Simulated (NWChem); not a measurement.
Isomers of C4H8O, each optimised at B3LYP/6-31G* with NWChem, gas phase unless a solvent is named. Flexible species stand in one conformer each, which need not be the lowest. Pople sets run with spherical d functions. Relative energies count from the lowest isomer at each level and are electronic, without zero-point energy, on those geometries.

A: CC1(O)CC1
B: COCC=C
C: C[C@H]1CCO1

Question: Which isomer is lowest, and do the levels agree? Levels: B3LYP/6-31G*; PBE/def2-TZVP; B3LYP/def2-TZVP; PBE0/def2-TZVP; r2SCAN/def2-TZVP; LDA (Slater exchange, VWN5)/def2-TZVP; Hartree-Fock/def2-TZVP.

Answer: They disagree: B3LYP/6-31G* puts C lowest; PBE/def2-TZVP puts A lowest; B3LYP/def2-TZVP puts A lowest; PBE0/def2-TZVP puts A lowest; r2SCAN/def2-TZVP puts A lowest; LDA (Slater exchange, VWN5)/def2-TZVP puts A lowest; Hartree-Fock/def2-TZVP puts A lowest.
| quantity | A | B | C |
|---|---|---|---|
| relative energy, B3LYP/6-31G* (kcal/mol) | 3.0 | 5.7 | 0.0 |
| relative energy, PBE/def2-TZVP (kcal/mol) | 0.0 | 9.4 | 2.8 |
| relative energy, B3LYP/def2-TZVP (kcal/mol) | 0.0 | 4.2 | 2.1 |
| relative energy, PBE0/def2-TZVP (kcal/mol) | 0.0 | 11.3 | 3.1 |
| relative energy, r2SCAN/def2-TZVP (kcal/mol) | 0.0 | 9.6 | 3.6 |
| relative energy, LDA (Slater exchange, VWN5)/def2-TZVP (kcal/mol) | 0.0 | 14.8 | 4.3 |
| relative energy, Hartree-Fock/def2-TZVP (kcal/mol) | 0.0 | 2.0 | 1.0 |
